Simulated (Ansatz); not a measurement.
`CB[SiH](C)Cl` and `CB[SiH](C)F` differ in one element.

Ansatz, PBE0-D4/def2-TZVP geometries, multiplicity 1. Each molecule was computed in one conformer, which needn't be the lowest.

| property | `CB[SiH](C)Cl` |
| --- | --- |
| size of the dipole moment (PBE/def2-TZVPP) / D | 1.70 |
| HOMO–LUMO gap (ωB97M-V/def2-TZVPP) / eV | 9.80 |
| LUMO energy (B3LYP/def2-TZVPP) / eV | -2.15 |
| HOMO–LUMO gap (PBE/def2-TZVPP) / eV | 3.52 |
| LUMO energy (ωB97M-V/def2-TZVPP) / eV | -0.02 |
| LUMO energy (PBE/def2-TZVPP) / eV | -2.92 |

**Question.** Give the same properties after the change, and the shifts. (Best estimate.)

**Answer.** The calculation gave: 
```tsv
property	`CB[SiH](C)F`	shift
size of the dipole moment (PBE/def2-TZVPP) / D	2.27	0.57
HOMO–LUMO gap (ωB97M-V/def2-TZVPP) / eV	9.87	0.07
LUMO energy (B3LYP/def2-TZVPP) / eV	-2.12	0.03
HOMO–LUMO gap (PBE/def2-TZVPP) / eV	3.53	0.01
LUMO energy (ωB97M-V/def2-TZVPP) / eV	0.02	0.04
LUMO energy (PBE/def2-TZVPP) / eV	-2.88	0.04
```

Dipoles are sizes alone; their direction can turn.

Positive LUMOs are unbound, so they and the gaps depend on the basis.

B3LYP here is the variant with VWN-RPA as its local correlation; programs differ in this.
